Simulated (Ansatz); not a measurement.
Reaction (redistribution): `C[O][Mg][O]C` + `C[O][ZnH]` → `C[O][MgH]` + `C[O][Zn][O]C`

Gas-phase electronic energies from Ansatz, PBE0-D4/def2-TZVP geometries. CCSD(T)/CBS is the MP2 limit (def2-TZVPP, def2-QZVPP) plus CCSD(T) − MP2 in def2-TZVPP, frozen cores. DFT in def2-TZVPP. B3LYP here is the variant with VWN-RPA as its local correlation; programs differ in this. For Mg, Zn outer-core shells are correlated without core-valence functions, which leaves a few kJ/mol of doubt a bond. Scalar relativity is left out up to krypton. One conformer a species, not always the lowest.

Is it downhill or uphill in electronic energy at CCSD(T)/CBS, and by how much? (Best estimate.)

The calculation gave: Uphill: ΔE = +95.5 kJ/mol.

What do these levels give: LDA (SPW92), PBE-D4, BLYP-D4, B97M-V, B3LYP-D4, r2SCAN0-D4, B3LYP, r2SCAN0, BHLYP, LC-ωPBE, HF/def2-SVP, SCS-MP2/def2-TZVPP? (Estimate.)

Computed: LDA (SPW92) 90.6, PBE-D4 88.6, BLYP-D4 91.0, B97M-V 78.8, B3LYP-D4 95.8, r2SCAN0-D4 100.2, B3LYP 97.5, r2SCAN0 100.6, BHLYP 100.0, LC-ωPBE 97.6, HF/def2-SVP 108.4, SCS-MP2/def2-TZVPP 96.6 kJ/mol.

Largest T1 diagnostic among the species: 0.017.

Leaving LDA and LC-ωPBE aside and taking each functional with its dispersion term where it has one, the values spread over 21.4 kJ/mol, from B97M-V to r2SCAN0-D4. From BLYP to BHLYP (50 % exact exchange), in def2-TZVPP and without D4, ΔE moves by +6.7 kJ/mol. At CCSD(T), def2-SVP lies +7.4 kJ/mol from the extrapolated value and def2-TZVPP −2.7 kJ/mol.
